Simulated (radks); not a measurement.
The numbers below are computed, except where a source is named.
Spherical quantum dot in the effective-mass picture: electrons in a hard-walled sphere of radius 6.86, all in effective atomic units (hartree* = m*/eps^2 hartree, bohr* = eps/m* bohr), one dielectric constant everywhere. Level of theory: non-relativistic Kohn-Sham, LDA (Slater exchange, Perdew-Wang correlation), spin-polarised, spherical densities (a radial shooting solver with Libxc functionals). Levels are named by radial order and angular momentum (1s, 1p, 1d, 2s, ...), and open shells are averaged over m.

N = 3, configuration 1s2 1p(up 1, down 0). This is the lowest configuration that the search found. Occupied and some empty levels:

level    occupation  eigenvalue (hartree*)  <r> (bohr*)
1s up             1                0.59039        3.958
1s down           1                0.60856        3.942
1p up             1                0.67093        4.340
1p down           0                0.68996        4.341
1d up             0                0.79099        4.610
1d down           0                0.81001        4.615
2s up             0                0.92870        3.253
2s down           0                0.94055        3.252
1f up             0                0.94437        4.815
1f down           0                0.96303        4.822

Energy (hartree*): total 1.01185, kinetic 0.46056, external 0, Hartree 0.99028, exchange-correlation -0.43899.
